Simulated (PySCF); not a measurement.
Bi₂ at PBE0

Computed with PBE0; basis Bi cc-pVTZ-PP with ECP60; scalar-relativistic core potentials; PySCF 2.14.

- state: quintet, unpaired electrons π ↑↑↑↑, a second solution, started from another occupation
- bond length: 3.076 Å
- harmonic wavenumber: 121 cm⁻¹
- force constant: 0.895 mdyn/Å
- rotational constant Be: 0.01705 cm⁻¹
- anharmonicity ωexe: 0.171 cm⁻¹
- vibration–rotation constant αe: 3.3e-05 cm⁻¹
- energy of the minimum from ground-state Bi + Bi: -0.88 eV
- bond order (Mayer): 1.03

These are scalar-relativistic numbers at best; spin–orbit coupling would shift them, the dissociation energy most.
